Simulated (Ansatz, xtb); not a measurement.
**Two isomers of C6H4Cl2**

We compare X, `C=C1C=C(Cl)C(Cl)=C1`, a singlet, with Y, `C=C1C(=C)C(Cl)=C1Cl`, a singlet. Both are isolated molecules in the gas phase, relaxed with r2SCAN-D4/def2-SVP.

X (Å):

```xyz
12

C    -0.1824   -1.8235   -1.2845
C     0.1845   -0.9404   -0.3285
C     0.2165   -1.1943    1.1169
C     0.6411   -0.0477    1.7109
C     0.8938    0.9735    0.6707
C     0.6216    0.4430   -0.5509
Cl    0.8731    0.2520    3.3797
Cl    1.4424    2.5527    1.0361
H    -0.1758   -1.5464   -2.3425
H    -0.4956   -2.8390   -1.0258
H    -0.0516   -2.1289    1.6072
H     0.7072    0.9382   -1.5170
```

Y (Å):

```xyz
12

C    -0.2431   -1.3601    1.8895
C     0.1675   -0.5210    0.9331
C     0.5522   -0.6176   -0.5211
C     0.6375   -1.5813   -1.4438
C     0.7969    0.8376   -0.4839
C     0.4458    0.9257    0.8415
Cl    1.3153    1.9460   -1.6563
Cl    0.3544    2.1872    1.9694
H    -0.3727   -2.4258    1.6858
H    -0.4573   -0.9927    2.8966
H     0.3888   -2.6171   -1.2006
H     0.9591   -1.3484   -2.4624
```

Quicker runs give these differences E(Y) − E(X): GFN2-xTB +1.111 eV; HF/STO-3G +1.518 eV (at GFN2-xTB geometries); r2SCAN-D4/def2-SVP//GFN2-xTB +1.178 eV.

Problem. Estimate E(Y) − E(X) at the level CCSD(T)/def2-SVP + ΔMP2/def2-TZVPP.

Solution. Calculated at CCSD(T)/def2-SVP + ΔMP2/def2-TZVPP: E(Y) − E(X) = +1.173 eV, so structure X lies lower.

The same difference at several levels:

| level | geometry | E(Y) − E(X) (eV) | departure from the last row (eV) | job, with rough time for the two |
| --- | --- | --- | --- | --- |
| GFN2-xTB | GFN2-xTB | +1.111 | −0.062 | optimisation, 0.16 s |
| HF/STO-3G | GFN2-xTB | +1.518 | +0.345 | single point, 0.42 s |
| r2SCAN-D4/def2-SVP//GFN2-xTB | GFN2-xTB | +1.178 | +0.005 | single point, 4.3 s |
| r2SCAN-D4/def2-SVP | r2SCAN-D4/def2-SVP | +1.184 | +0.011 | optimisation, 29 s |
| HF/def2-SVP | r2SCAN-D4/def2-SVP | +1.224 | +0.051 | part of the CCSD(T) run |
| MP2/def2-SVP | r2SCAN-D4/def2-SVP | +1.250 | +0.077 | part of the CCSD(T) run |
| CCSD(T)/def2-SVP | r2SCAN-D4/def2-SVP | +1.191 | +0.018 | single point |
| CCSD(T)/def2-SVP + ΔMP2/def2-TZVPP | r2SCAN-D4/def2-SVP | +1.173 |  | single point, 77 s |

As drawn, both hold the same kinds of bond in the same numbers. Structure X has a 5-membered ring, Y a 4-membered ring.

None of the levels shown reverses the order. The largest departure from CCSD(T)/def2-SVP + ΔMP2/def2-TZVPP is that of HF/STO-3G, 0.345 eV. The last row adds to CCSD(T) the change of the MP2 difference between the two basis sets, here −0.018 eV.

With thermal terms from frequencies at re-optimised GFN2-xTB minima (ideal gas, soft modes damped towards free rotors, one conformer each, 298.15 K, 1 atm): on the last row, ΔE + ΔZPE = +1.141, ΔH = +1.157, ΔG = +1.118 eV.

The correlated steps freeze 16 core orbitals. Programs: Ansatz 0.2.0, xtb 6.7.1; the last row on 4 threads of Arm Neoverse V1 on a shared host.
